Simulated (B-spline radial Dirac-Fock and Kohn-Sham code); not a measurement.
Core and valence levels of Kr¹⁰⁺

System: Kr¹⁰⁺, [Ar] 3d8; nuclear rms radius 4.1884 fm (A = 84).

These are calculated numbers from an atomic code on a B-spline grid; the model is relaxed Dirac-Fock hole states (ΔSCF) with Breit and QED corrections and a finite nucleus. Electron correlation is not included. Energies are counted from the vacuum level.

All terms are in eV, carry their sign (relaxation lowers the binding energy) and add up to the binding energy; ⟨r⟩ is the mean radius of the orbital in the initial state.

| subshell | −ε (Koopmans) | relaxation | Gaunt | retardation | QED | binding energy | ⟨r⟩ (bohr) |
| --- | --- | --- | --- | --- | --- | --- | --- |
| K (1s) | 14642.6 | -43.29 | -23.79 | 1.67 | -10.81 | 14566.4 | 0.041 |
| L1 (2s) | 2188.3 | -17.81 | -1.84 | 0.07 | -1.20 | 2167.5 | 0.183 |
| L2 (2p1/2) | 1992.7 | -20.13 | -3.39 | 0.37 | 0.13 | 1969.7 | 0.157 |
| L3 (2p3/2) | 1938.4 | -19.66 | -2.41 | 0.41 | 0.01 | 1916.7 | 0.161 |
| M1 (3s) | 514.1 | -2.89 | -0.25 | 0.01 | -0.22 | 510.8 | 0.515 |
| M2 (3p1/2) | 442.4 | -3.01 | -0.47 | 0.05 | 0.02 | 439.0 | 0.515 |
| M3 (3p3/2) | 433.5 | -2.88 | -0.31 | 0.06 | 0.00 | 430.4 | 0.523 |
| M4,5 (3d) | 313.6 | -3.32 | -0.05 | 0.01 | 0.01 | 310.2 | 0.511 |

For the deepest level, K (1s), the Breit terms make up -0.152 % of the binding energy, QED -0.074 % and orbital relaxation -0.297 %.

Spin-orbit splittings: 2p 52.99 eV, 3p 8.59 eV.

Going to the tabulated ground configuration of the next ion removes an electron from M4,5 (3d), computed at 310.2 eV. NIST lists 308 ± 3 eV as the ionisation energy of this species (theoretical), -2.23 eV from the computed value, within the stated uncertainty.
